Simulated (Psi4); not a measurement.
Level of theory: SAPT0/jun-cc-pVDZ, frozen core (Psi4).

Psi4 input:

```
molecule {
0 1
Cl 1.00674417 -0.00000000 0.00000000
Cl -1.00674417 0.00000000 -0.00000000
--
0 1
Se -0.19406089 -3.47410969 -2.24352152
H -0.27227147 -2.00781576 -2.16609290
H -1.65752160 -3.58972702 -2.15958384
units angstrom
symmetry c1
no_reorient
no_com
}
set basis jun-cc-pvdz
set scf_type df
set freeze_core true
energy('sapt0')
```

Part of the output:

```
    SAPT Results
  --------------------------------------------------------------------------------------------------------
    Electrostatics                 -1.00059107 [mEh]      -0.62788037 [kcal/mol]      -2.62705148 [kJ/mol]
      Elst10,r                     -1.00059107 [mEh]      -0.62788037 [kcal/mol]      -2.62705148 [kJ/mol]

    Exchange                        2.58389294 [mEh]       1.62141730 [kcal/mol]       6.78400999 [kJ/mol]
      Exch10                        2.58389294 [mEh]       1.62141730 [kcal/mol]       6.78400999 [kJ/mol]
      Exch10(S^2)                   2.57696993 [mEh]       1.61707305 [kcal/mol]       6.76583363 [kJ/mol]

    Induction                      -0.26582093 [mEh]      -0.16680515 [kcal/mol]      -0.69791275 [kJ/mol]
      Ind20,r                      -1.32735463 [mEh]      -0.83292760 [kcal/mol]      -3.48496909 [kJ/mol]
      Exch-Ind20,r                  1.23681302 [mEh]       0.77611189 [kcal/mol]       3.24725214 [kJ/mol]
      delta HF,r (2)               -0.17527932 [mEh]      -0.10998944 [kcal/mol]      -0.46019580 [kJ/mol]

    Dispersion                     -1.55298472 [mEh]      -0.97451263 [kcal/mol]      -4.07736082 [kJ/mol]
      Disp20                       -1.72933154 [mEh]      -1.08517193 [kcal/mol]      -4.54035934 [kJ/mol]
      Exch-Disp20                   0.17634682 [mEh]       0.11065930 [kcal/mol]       0.46299852 [kJ/mol]
      Disp20 (SS)                  -0.86466577 [mEh]      -0.54258596 [kcal/mol]      -2.27017967 [kJ/mol]
      Disp20 (OS)                  -0.86466577 [mEh]      -0.54258596 [kcal/mol]      -2.27017967 [kJ/mol]
      Exch-Disp20 (SS)              0.08334367 [mEh]       0.05229894 [kcal/mol]       0.21881878 [kJ/mol]
      Exch-Disp20 (OS)              0.09300315 [mEh]       0.05836036 [kcal/mol]       0.24417973 [kJ/mol]

  Total HF                          1.31748095 [mEh]       0.82673178 [kcal/mol]       3.45904575 [kJ/mol]
  Total SAPT0                      -0.23550377 [mEh]      -0.14778085 [kcal/mol]      -0.61831507 [kJ/mol]
```
